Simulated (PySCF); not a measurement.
# Zn²⁺: excitation energy

Zn²⁺ [Ar] 3d10 (1S) → Zn²⁺ [Ar] 3d9 4s1 (3D), as a difference of total energies. Calculation: PySCF 2.14, in dyall-av2z (16s12p7d2f, 101 functions); the non-relativistic Hamiltonian (point nucleus). Correlated levels: valence: [Ar] frozen; virtual orbitals above 40 to 60 times the deepest correlated orbital energy dropped. The calculations carry no spin-orbit coupling.

| method | excitation energy (cm⁻¹) |
| --- | --- |
| UHF | 71352 |
| LDA | 85259 |
| PBE | 82433 |
| PBE0 | 81441 |
| r2SCAN0 | 79818 |
| PBEsol | 83825 |
| CAM-B3LYP | 80794 |
| B2PLYP | 82287 |
| MP2 (valence) | 87853 |

Question: Estimate what r2SCAN gives.

Answer: 80588 cm⁻¹, closest to CAM-B3LYP among the rows shown.

Question: Estimate what SCS-MP2 (valence) gives.

Answer: 86300 cm⁻¹, closest to LDA among the rows shown.

A first-order spin-orbit estimate (lowest level to lowest level, LS coupling) adds -0.137 eV.
